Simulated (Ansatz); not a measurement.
H3S2, charge +1, singlet, geometry from GFN2-xTB, atoms displaced at random by about 0.08 Å a coordinate; PBE/STO-3G, gradient (Ansatz, a first-principles code).

Input for Ansatz:
Ansatz 0.2 input:
```yaml
crystal:
  periodic: [false, false, false]
  atoms:
    - {symbol: S, position_ang: [0.93632785, -0.27570905, 0.61498903]}
    - {symbol: S, position_ang: [-0.71461545, 0.15378214, -0.61198170]}
    - {symbol: H, position_ang: [1.73577511, -0.28798923, -0.56098847]}
    - {symbol: H, position_ang: [-1.44332913, 1.26861132, 0.27869370]}
    - {symbol: H, position_ang: [-1.52658449, -0.71024280, 0.01546739]}
basis:
  gaussian:
    orbitals: STO-3G
hamiltonian:
  xc: pbe
total_charge: 1
output: {forces: true}
```

Problem. Write the output that Ansatz gives for this input, abridged.

Solution. 
```
Functional definition: PBE
230 factors; integrals over basis functions are off by at most 2.3e-5 eV
mean field evaluation 1: about -21461.2793 eV, gradient 1.2e1 eV
mean field evaluation 2: about -21454.1795 eV, gradient 4.2e1 eV
mean field evaluation 4: about -21461.9795 eV, gradient 2.5e0 eV
mean field evaluation 8: about -21461.9917 eV, gradient 5.3e-2 eV
mean field -21461.99170811 eV, -788.7136478127 hartree, gradient 2.6e-5 eV, S^2 0.000000; 0 other end points of the search recorded, 0 dependent functions left out
the calculation of the forces begins
reference -21461.99172426 eV, -788.7136484060 hartree; 17, 17 occupied and 4, 4 virtual orbitals, 230 factors
Total energy: -21461.99172426 eV, -788.7136484060 hartree
Atom 0 at     0.936328    -0.275709     0.614989 Å, force     1.689153    -0.183186    -0.648125 eV/Å
Atom 1 at    -0.714615     0.153782    -0.611982 Å, force    -1.847310     3.411644     1.211603 eV/Å
Atom 2 at     1.735775    -0.287989    -0.560988 Å, force    -0.267271     0.028404     1.083771 eV/Å
Atom 3 at    -1.443329     1.268611     0.278694 Å, force     1.631589    -1.897221    -2.015855 eV/Å
Atom 4 at    -1.526584    -0.710243     0.015467 Å, force    -1.206161    -1.359641     0.368606 eV/Å
Dipole moment:    -0.437365     0.113566    -0.090562 e Å
```
